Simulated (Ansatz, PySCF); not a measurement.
System: sum formula H₃Si₂OCl₂, charge 0, multiplicity 2. It need not be the lowest isomer of its formula. 
Structure (B3LYP-D3(BJ)/def2-TZVP (Ansatz, a quantum-chemistry and plane-wave program) minimum search):
```
O
Si 1 1.6163
Si 1 1.6563 2 147.61
H 3 1.4757 1 107.24 2 -174.42
H 3 1.4777 4 110.49 1 118.96
H 3 1.4779 4 110.29 5 121.87
Cl 2 2.0661 1 108.98 3 -122.29
Cl 2 2.0746 1 109.26 3 -3.00
```
Charge 0, spin multiplicity 2.

Dipole moments at this geometry, in debye (magnitudes).

```csv
level,program,dipole (D)
PBE/def2-TZVPD,Ansatz,[?]
r2SCAN0/def2-TZVPD,Ansatz,1.52
M06-2X/def2-TZVPD,PySCF,1.61
HSE06/def2-TZVPD,Ansatz,1.51
wB97M-V/def2-TZVPD,Ansatz,1.49
CCSD(T)/aug-cc-pV(D+d)Z,Ansatz,[?]
```

### Question
What belongs in the gaps?

### Answer

- PBE/def2-TZVPD, dipole (D): 1.44
- CCSD(T)/aug-cc-pV(D+d)Z, dipole (D): 1.51
